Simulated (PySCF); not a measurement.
Cl3MoO, doublet, geometry from GFN2-xTB (such geometries of metal compounds can be far from the true shape) (the multiplicity is a formal guess) (core potentials on Mo).

Here is a job for PySCF.
```python
from pyscf import gto, scf, dft

mol = gto.M(
    atom='''
Mo    0.386421   -0.081189   -0.012300
O     1.593814   -0.796268   -0.848410
Cl    0.476278    0.967153    1.829884
Cl   -0.833725    1.143565   -1.474919
Cl   -1.347271   -1.535418    0.074675
''',
    basis='def2-svp',
    ecp={'Mo': 'def2-svp'},
    charge=0,
    spin=1,
    verbose=4,
)

mf = dft.UKS(mol)
mf.xc = 'm062x'
mf = mf.density_fit(auxbasis='def2-universal-jkfit')
mf.kernel()
```

Problem. What does this run give for the Mulliken (on the basis functions themselves) charges in atom order, number of basis functions, HOMO energy, total energy, <S^2>, nuclear repulsion energy?

Solution. 
```json
{
  "Mulliken (on the basis functions themselves) charges in atom order": "Mo1 0.78, O2 -0.30, Cl3 -0.15, Cl4 -0.17, Cl5 -0.17",
  "number_of_basis_functions": "99",
  "HOMO energy": "-8.86 eV",
  "total_energy": "-1523.4995 Eh",
  "<S^2>": "0.758",
  "nuclear_repulsion_energy": "408.1628 Eh"
}
```

These values belong to the state on which the SCF converged, which isn't shown to be the lowest.
